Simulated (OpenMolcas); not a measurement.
## Mn4+: effect of the basis set

```yaml
Program: OpenMolcas
Method: CASSCF
Active_space: 3 electrons in 10 orbitals (3d 4d)
State_averaging: 2S+1 = 4 even, 10 roots; 2S+1 = 2 even, 40 roots
Spin-orbit_coupling: state interaction with AMFI integrals over the reference wave functions, term energies averaged over their components
```

A. ANO-RCC-VTZP [6s5p3d2f1g], DKH2, point nucleus; cost of the order of 19 core-seconds
B. ANO-R2 [7s4p4d2f1g], X2C, finite nucleus; cost of the order of 22 core-seconds
C. ANO-RCC-VQZP [7s6p4d3f2g1h], DKH2, point nucleus; cost roughly 26 core-seconds

Energies in cm⁻¹ above 3d³ ⁴F_3/2, the measured ground level; measured values from Corliss and Sugar, J. Phys. Chem. Ref. Data 6, 1253 (1977).

```tsv
Level	A	B	C	Measured
3d³ ⁴F_3/2	0.0	0.0	0.0	0.0
3d³ ⁴F_5/2	373	366	363	359
3d³ ⁴F_7/2	882	866	857	835
3d³ ⁴F_9/2	1513	1486	1471	1412
3d³ ⁴P_1/2	20081	20128	20188	16434
3d³ ⁴P_3/2	20240	20284	20344	16595
3d³ ²G_7/2	20410	20470	20556	17892
3d³ ⁴P_5/2	20697	20731	20785	17049
3d³ ²G_9/2	20939	20991	21073	18399
3d³ ²H_9/2	26999	27073	27169	24975
3d³ ²P_1/2	27046	27110	27202	23082
3d³ ²P_3/2	27147	27216	27312	22919
3d³ ²H_11/2	27406	27473	27568	25334
3d³ ²D_3/2(1)	29434	29508	29612	24670
3d³ ²D_5/2(1)	29708	29785	29891	24630
3d³ ²F_7/2	46553	46673	46802	40423
3d³ ²F_5/2	46776	46894	47021	40707
3d³ ²D_5/2(2)	71950	72263	72495	62608
3d³ ²D_3/2(2)	72185	72500	72730	62854
```

Deviations, from unrounded energies. A percentage is the sum of absolute deviations over the sum of measured energies, with the sign that they share, or ± where signs differ.

| Against measurement | Levels | A | B | C |
| --- | --- | --- | --- | --- |
| mean absolute deviation (cm-1) | 18 | 3800 | 3900 | 4000 |
| fine structure of the ground term (%) | 3 | +6.2 | +4.3 | +3.3 |
| other terms of the ground configuration (%) | 15 | +15.7 | +16.1 | +16.5 |

A, B, C lie about equally close to measurement. The largest miss of A in the table is 3d³ ²D_5/2(2), by +9300 cm-1. The ranking rests on the paired levels alone, and a cruder setting can come out closer through cancelling errors.

Among A to C the level of the table that moves most is 3d³ ²D_5/2(2), by 550 cm-1 (lowest in A, highest in C).

Without dynamic correlation excited terms often stand tens of per cent too high (terms of higher spin than the ground term too low), and those without a measured partner can miss by more than the paired ones. Some levels mix across a computed gap that differs much from the measured one, so their mixing is not that of the real levels. Active for correlation alone: 4d; no level in the range computed is led by a configuration that fills it, so any true level of that kind is missing. Computed and measured levels are paired by configuration, term and J; levels that our copy of the source lacks, or whose pairing is in doubt (as where it misses far off the trend of its configuration), stay unpaired and out of the deviations. Only configurations of the active space appear.

A number in round brackets counts repeated terms of one configuration in the order of the reference energies.
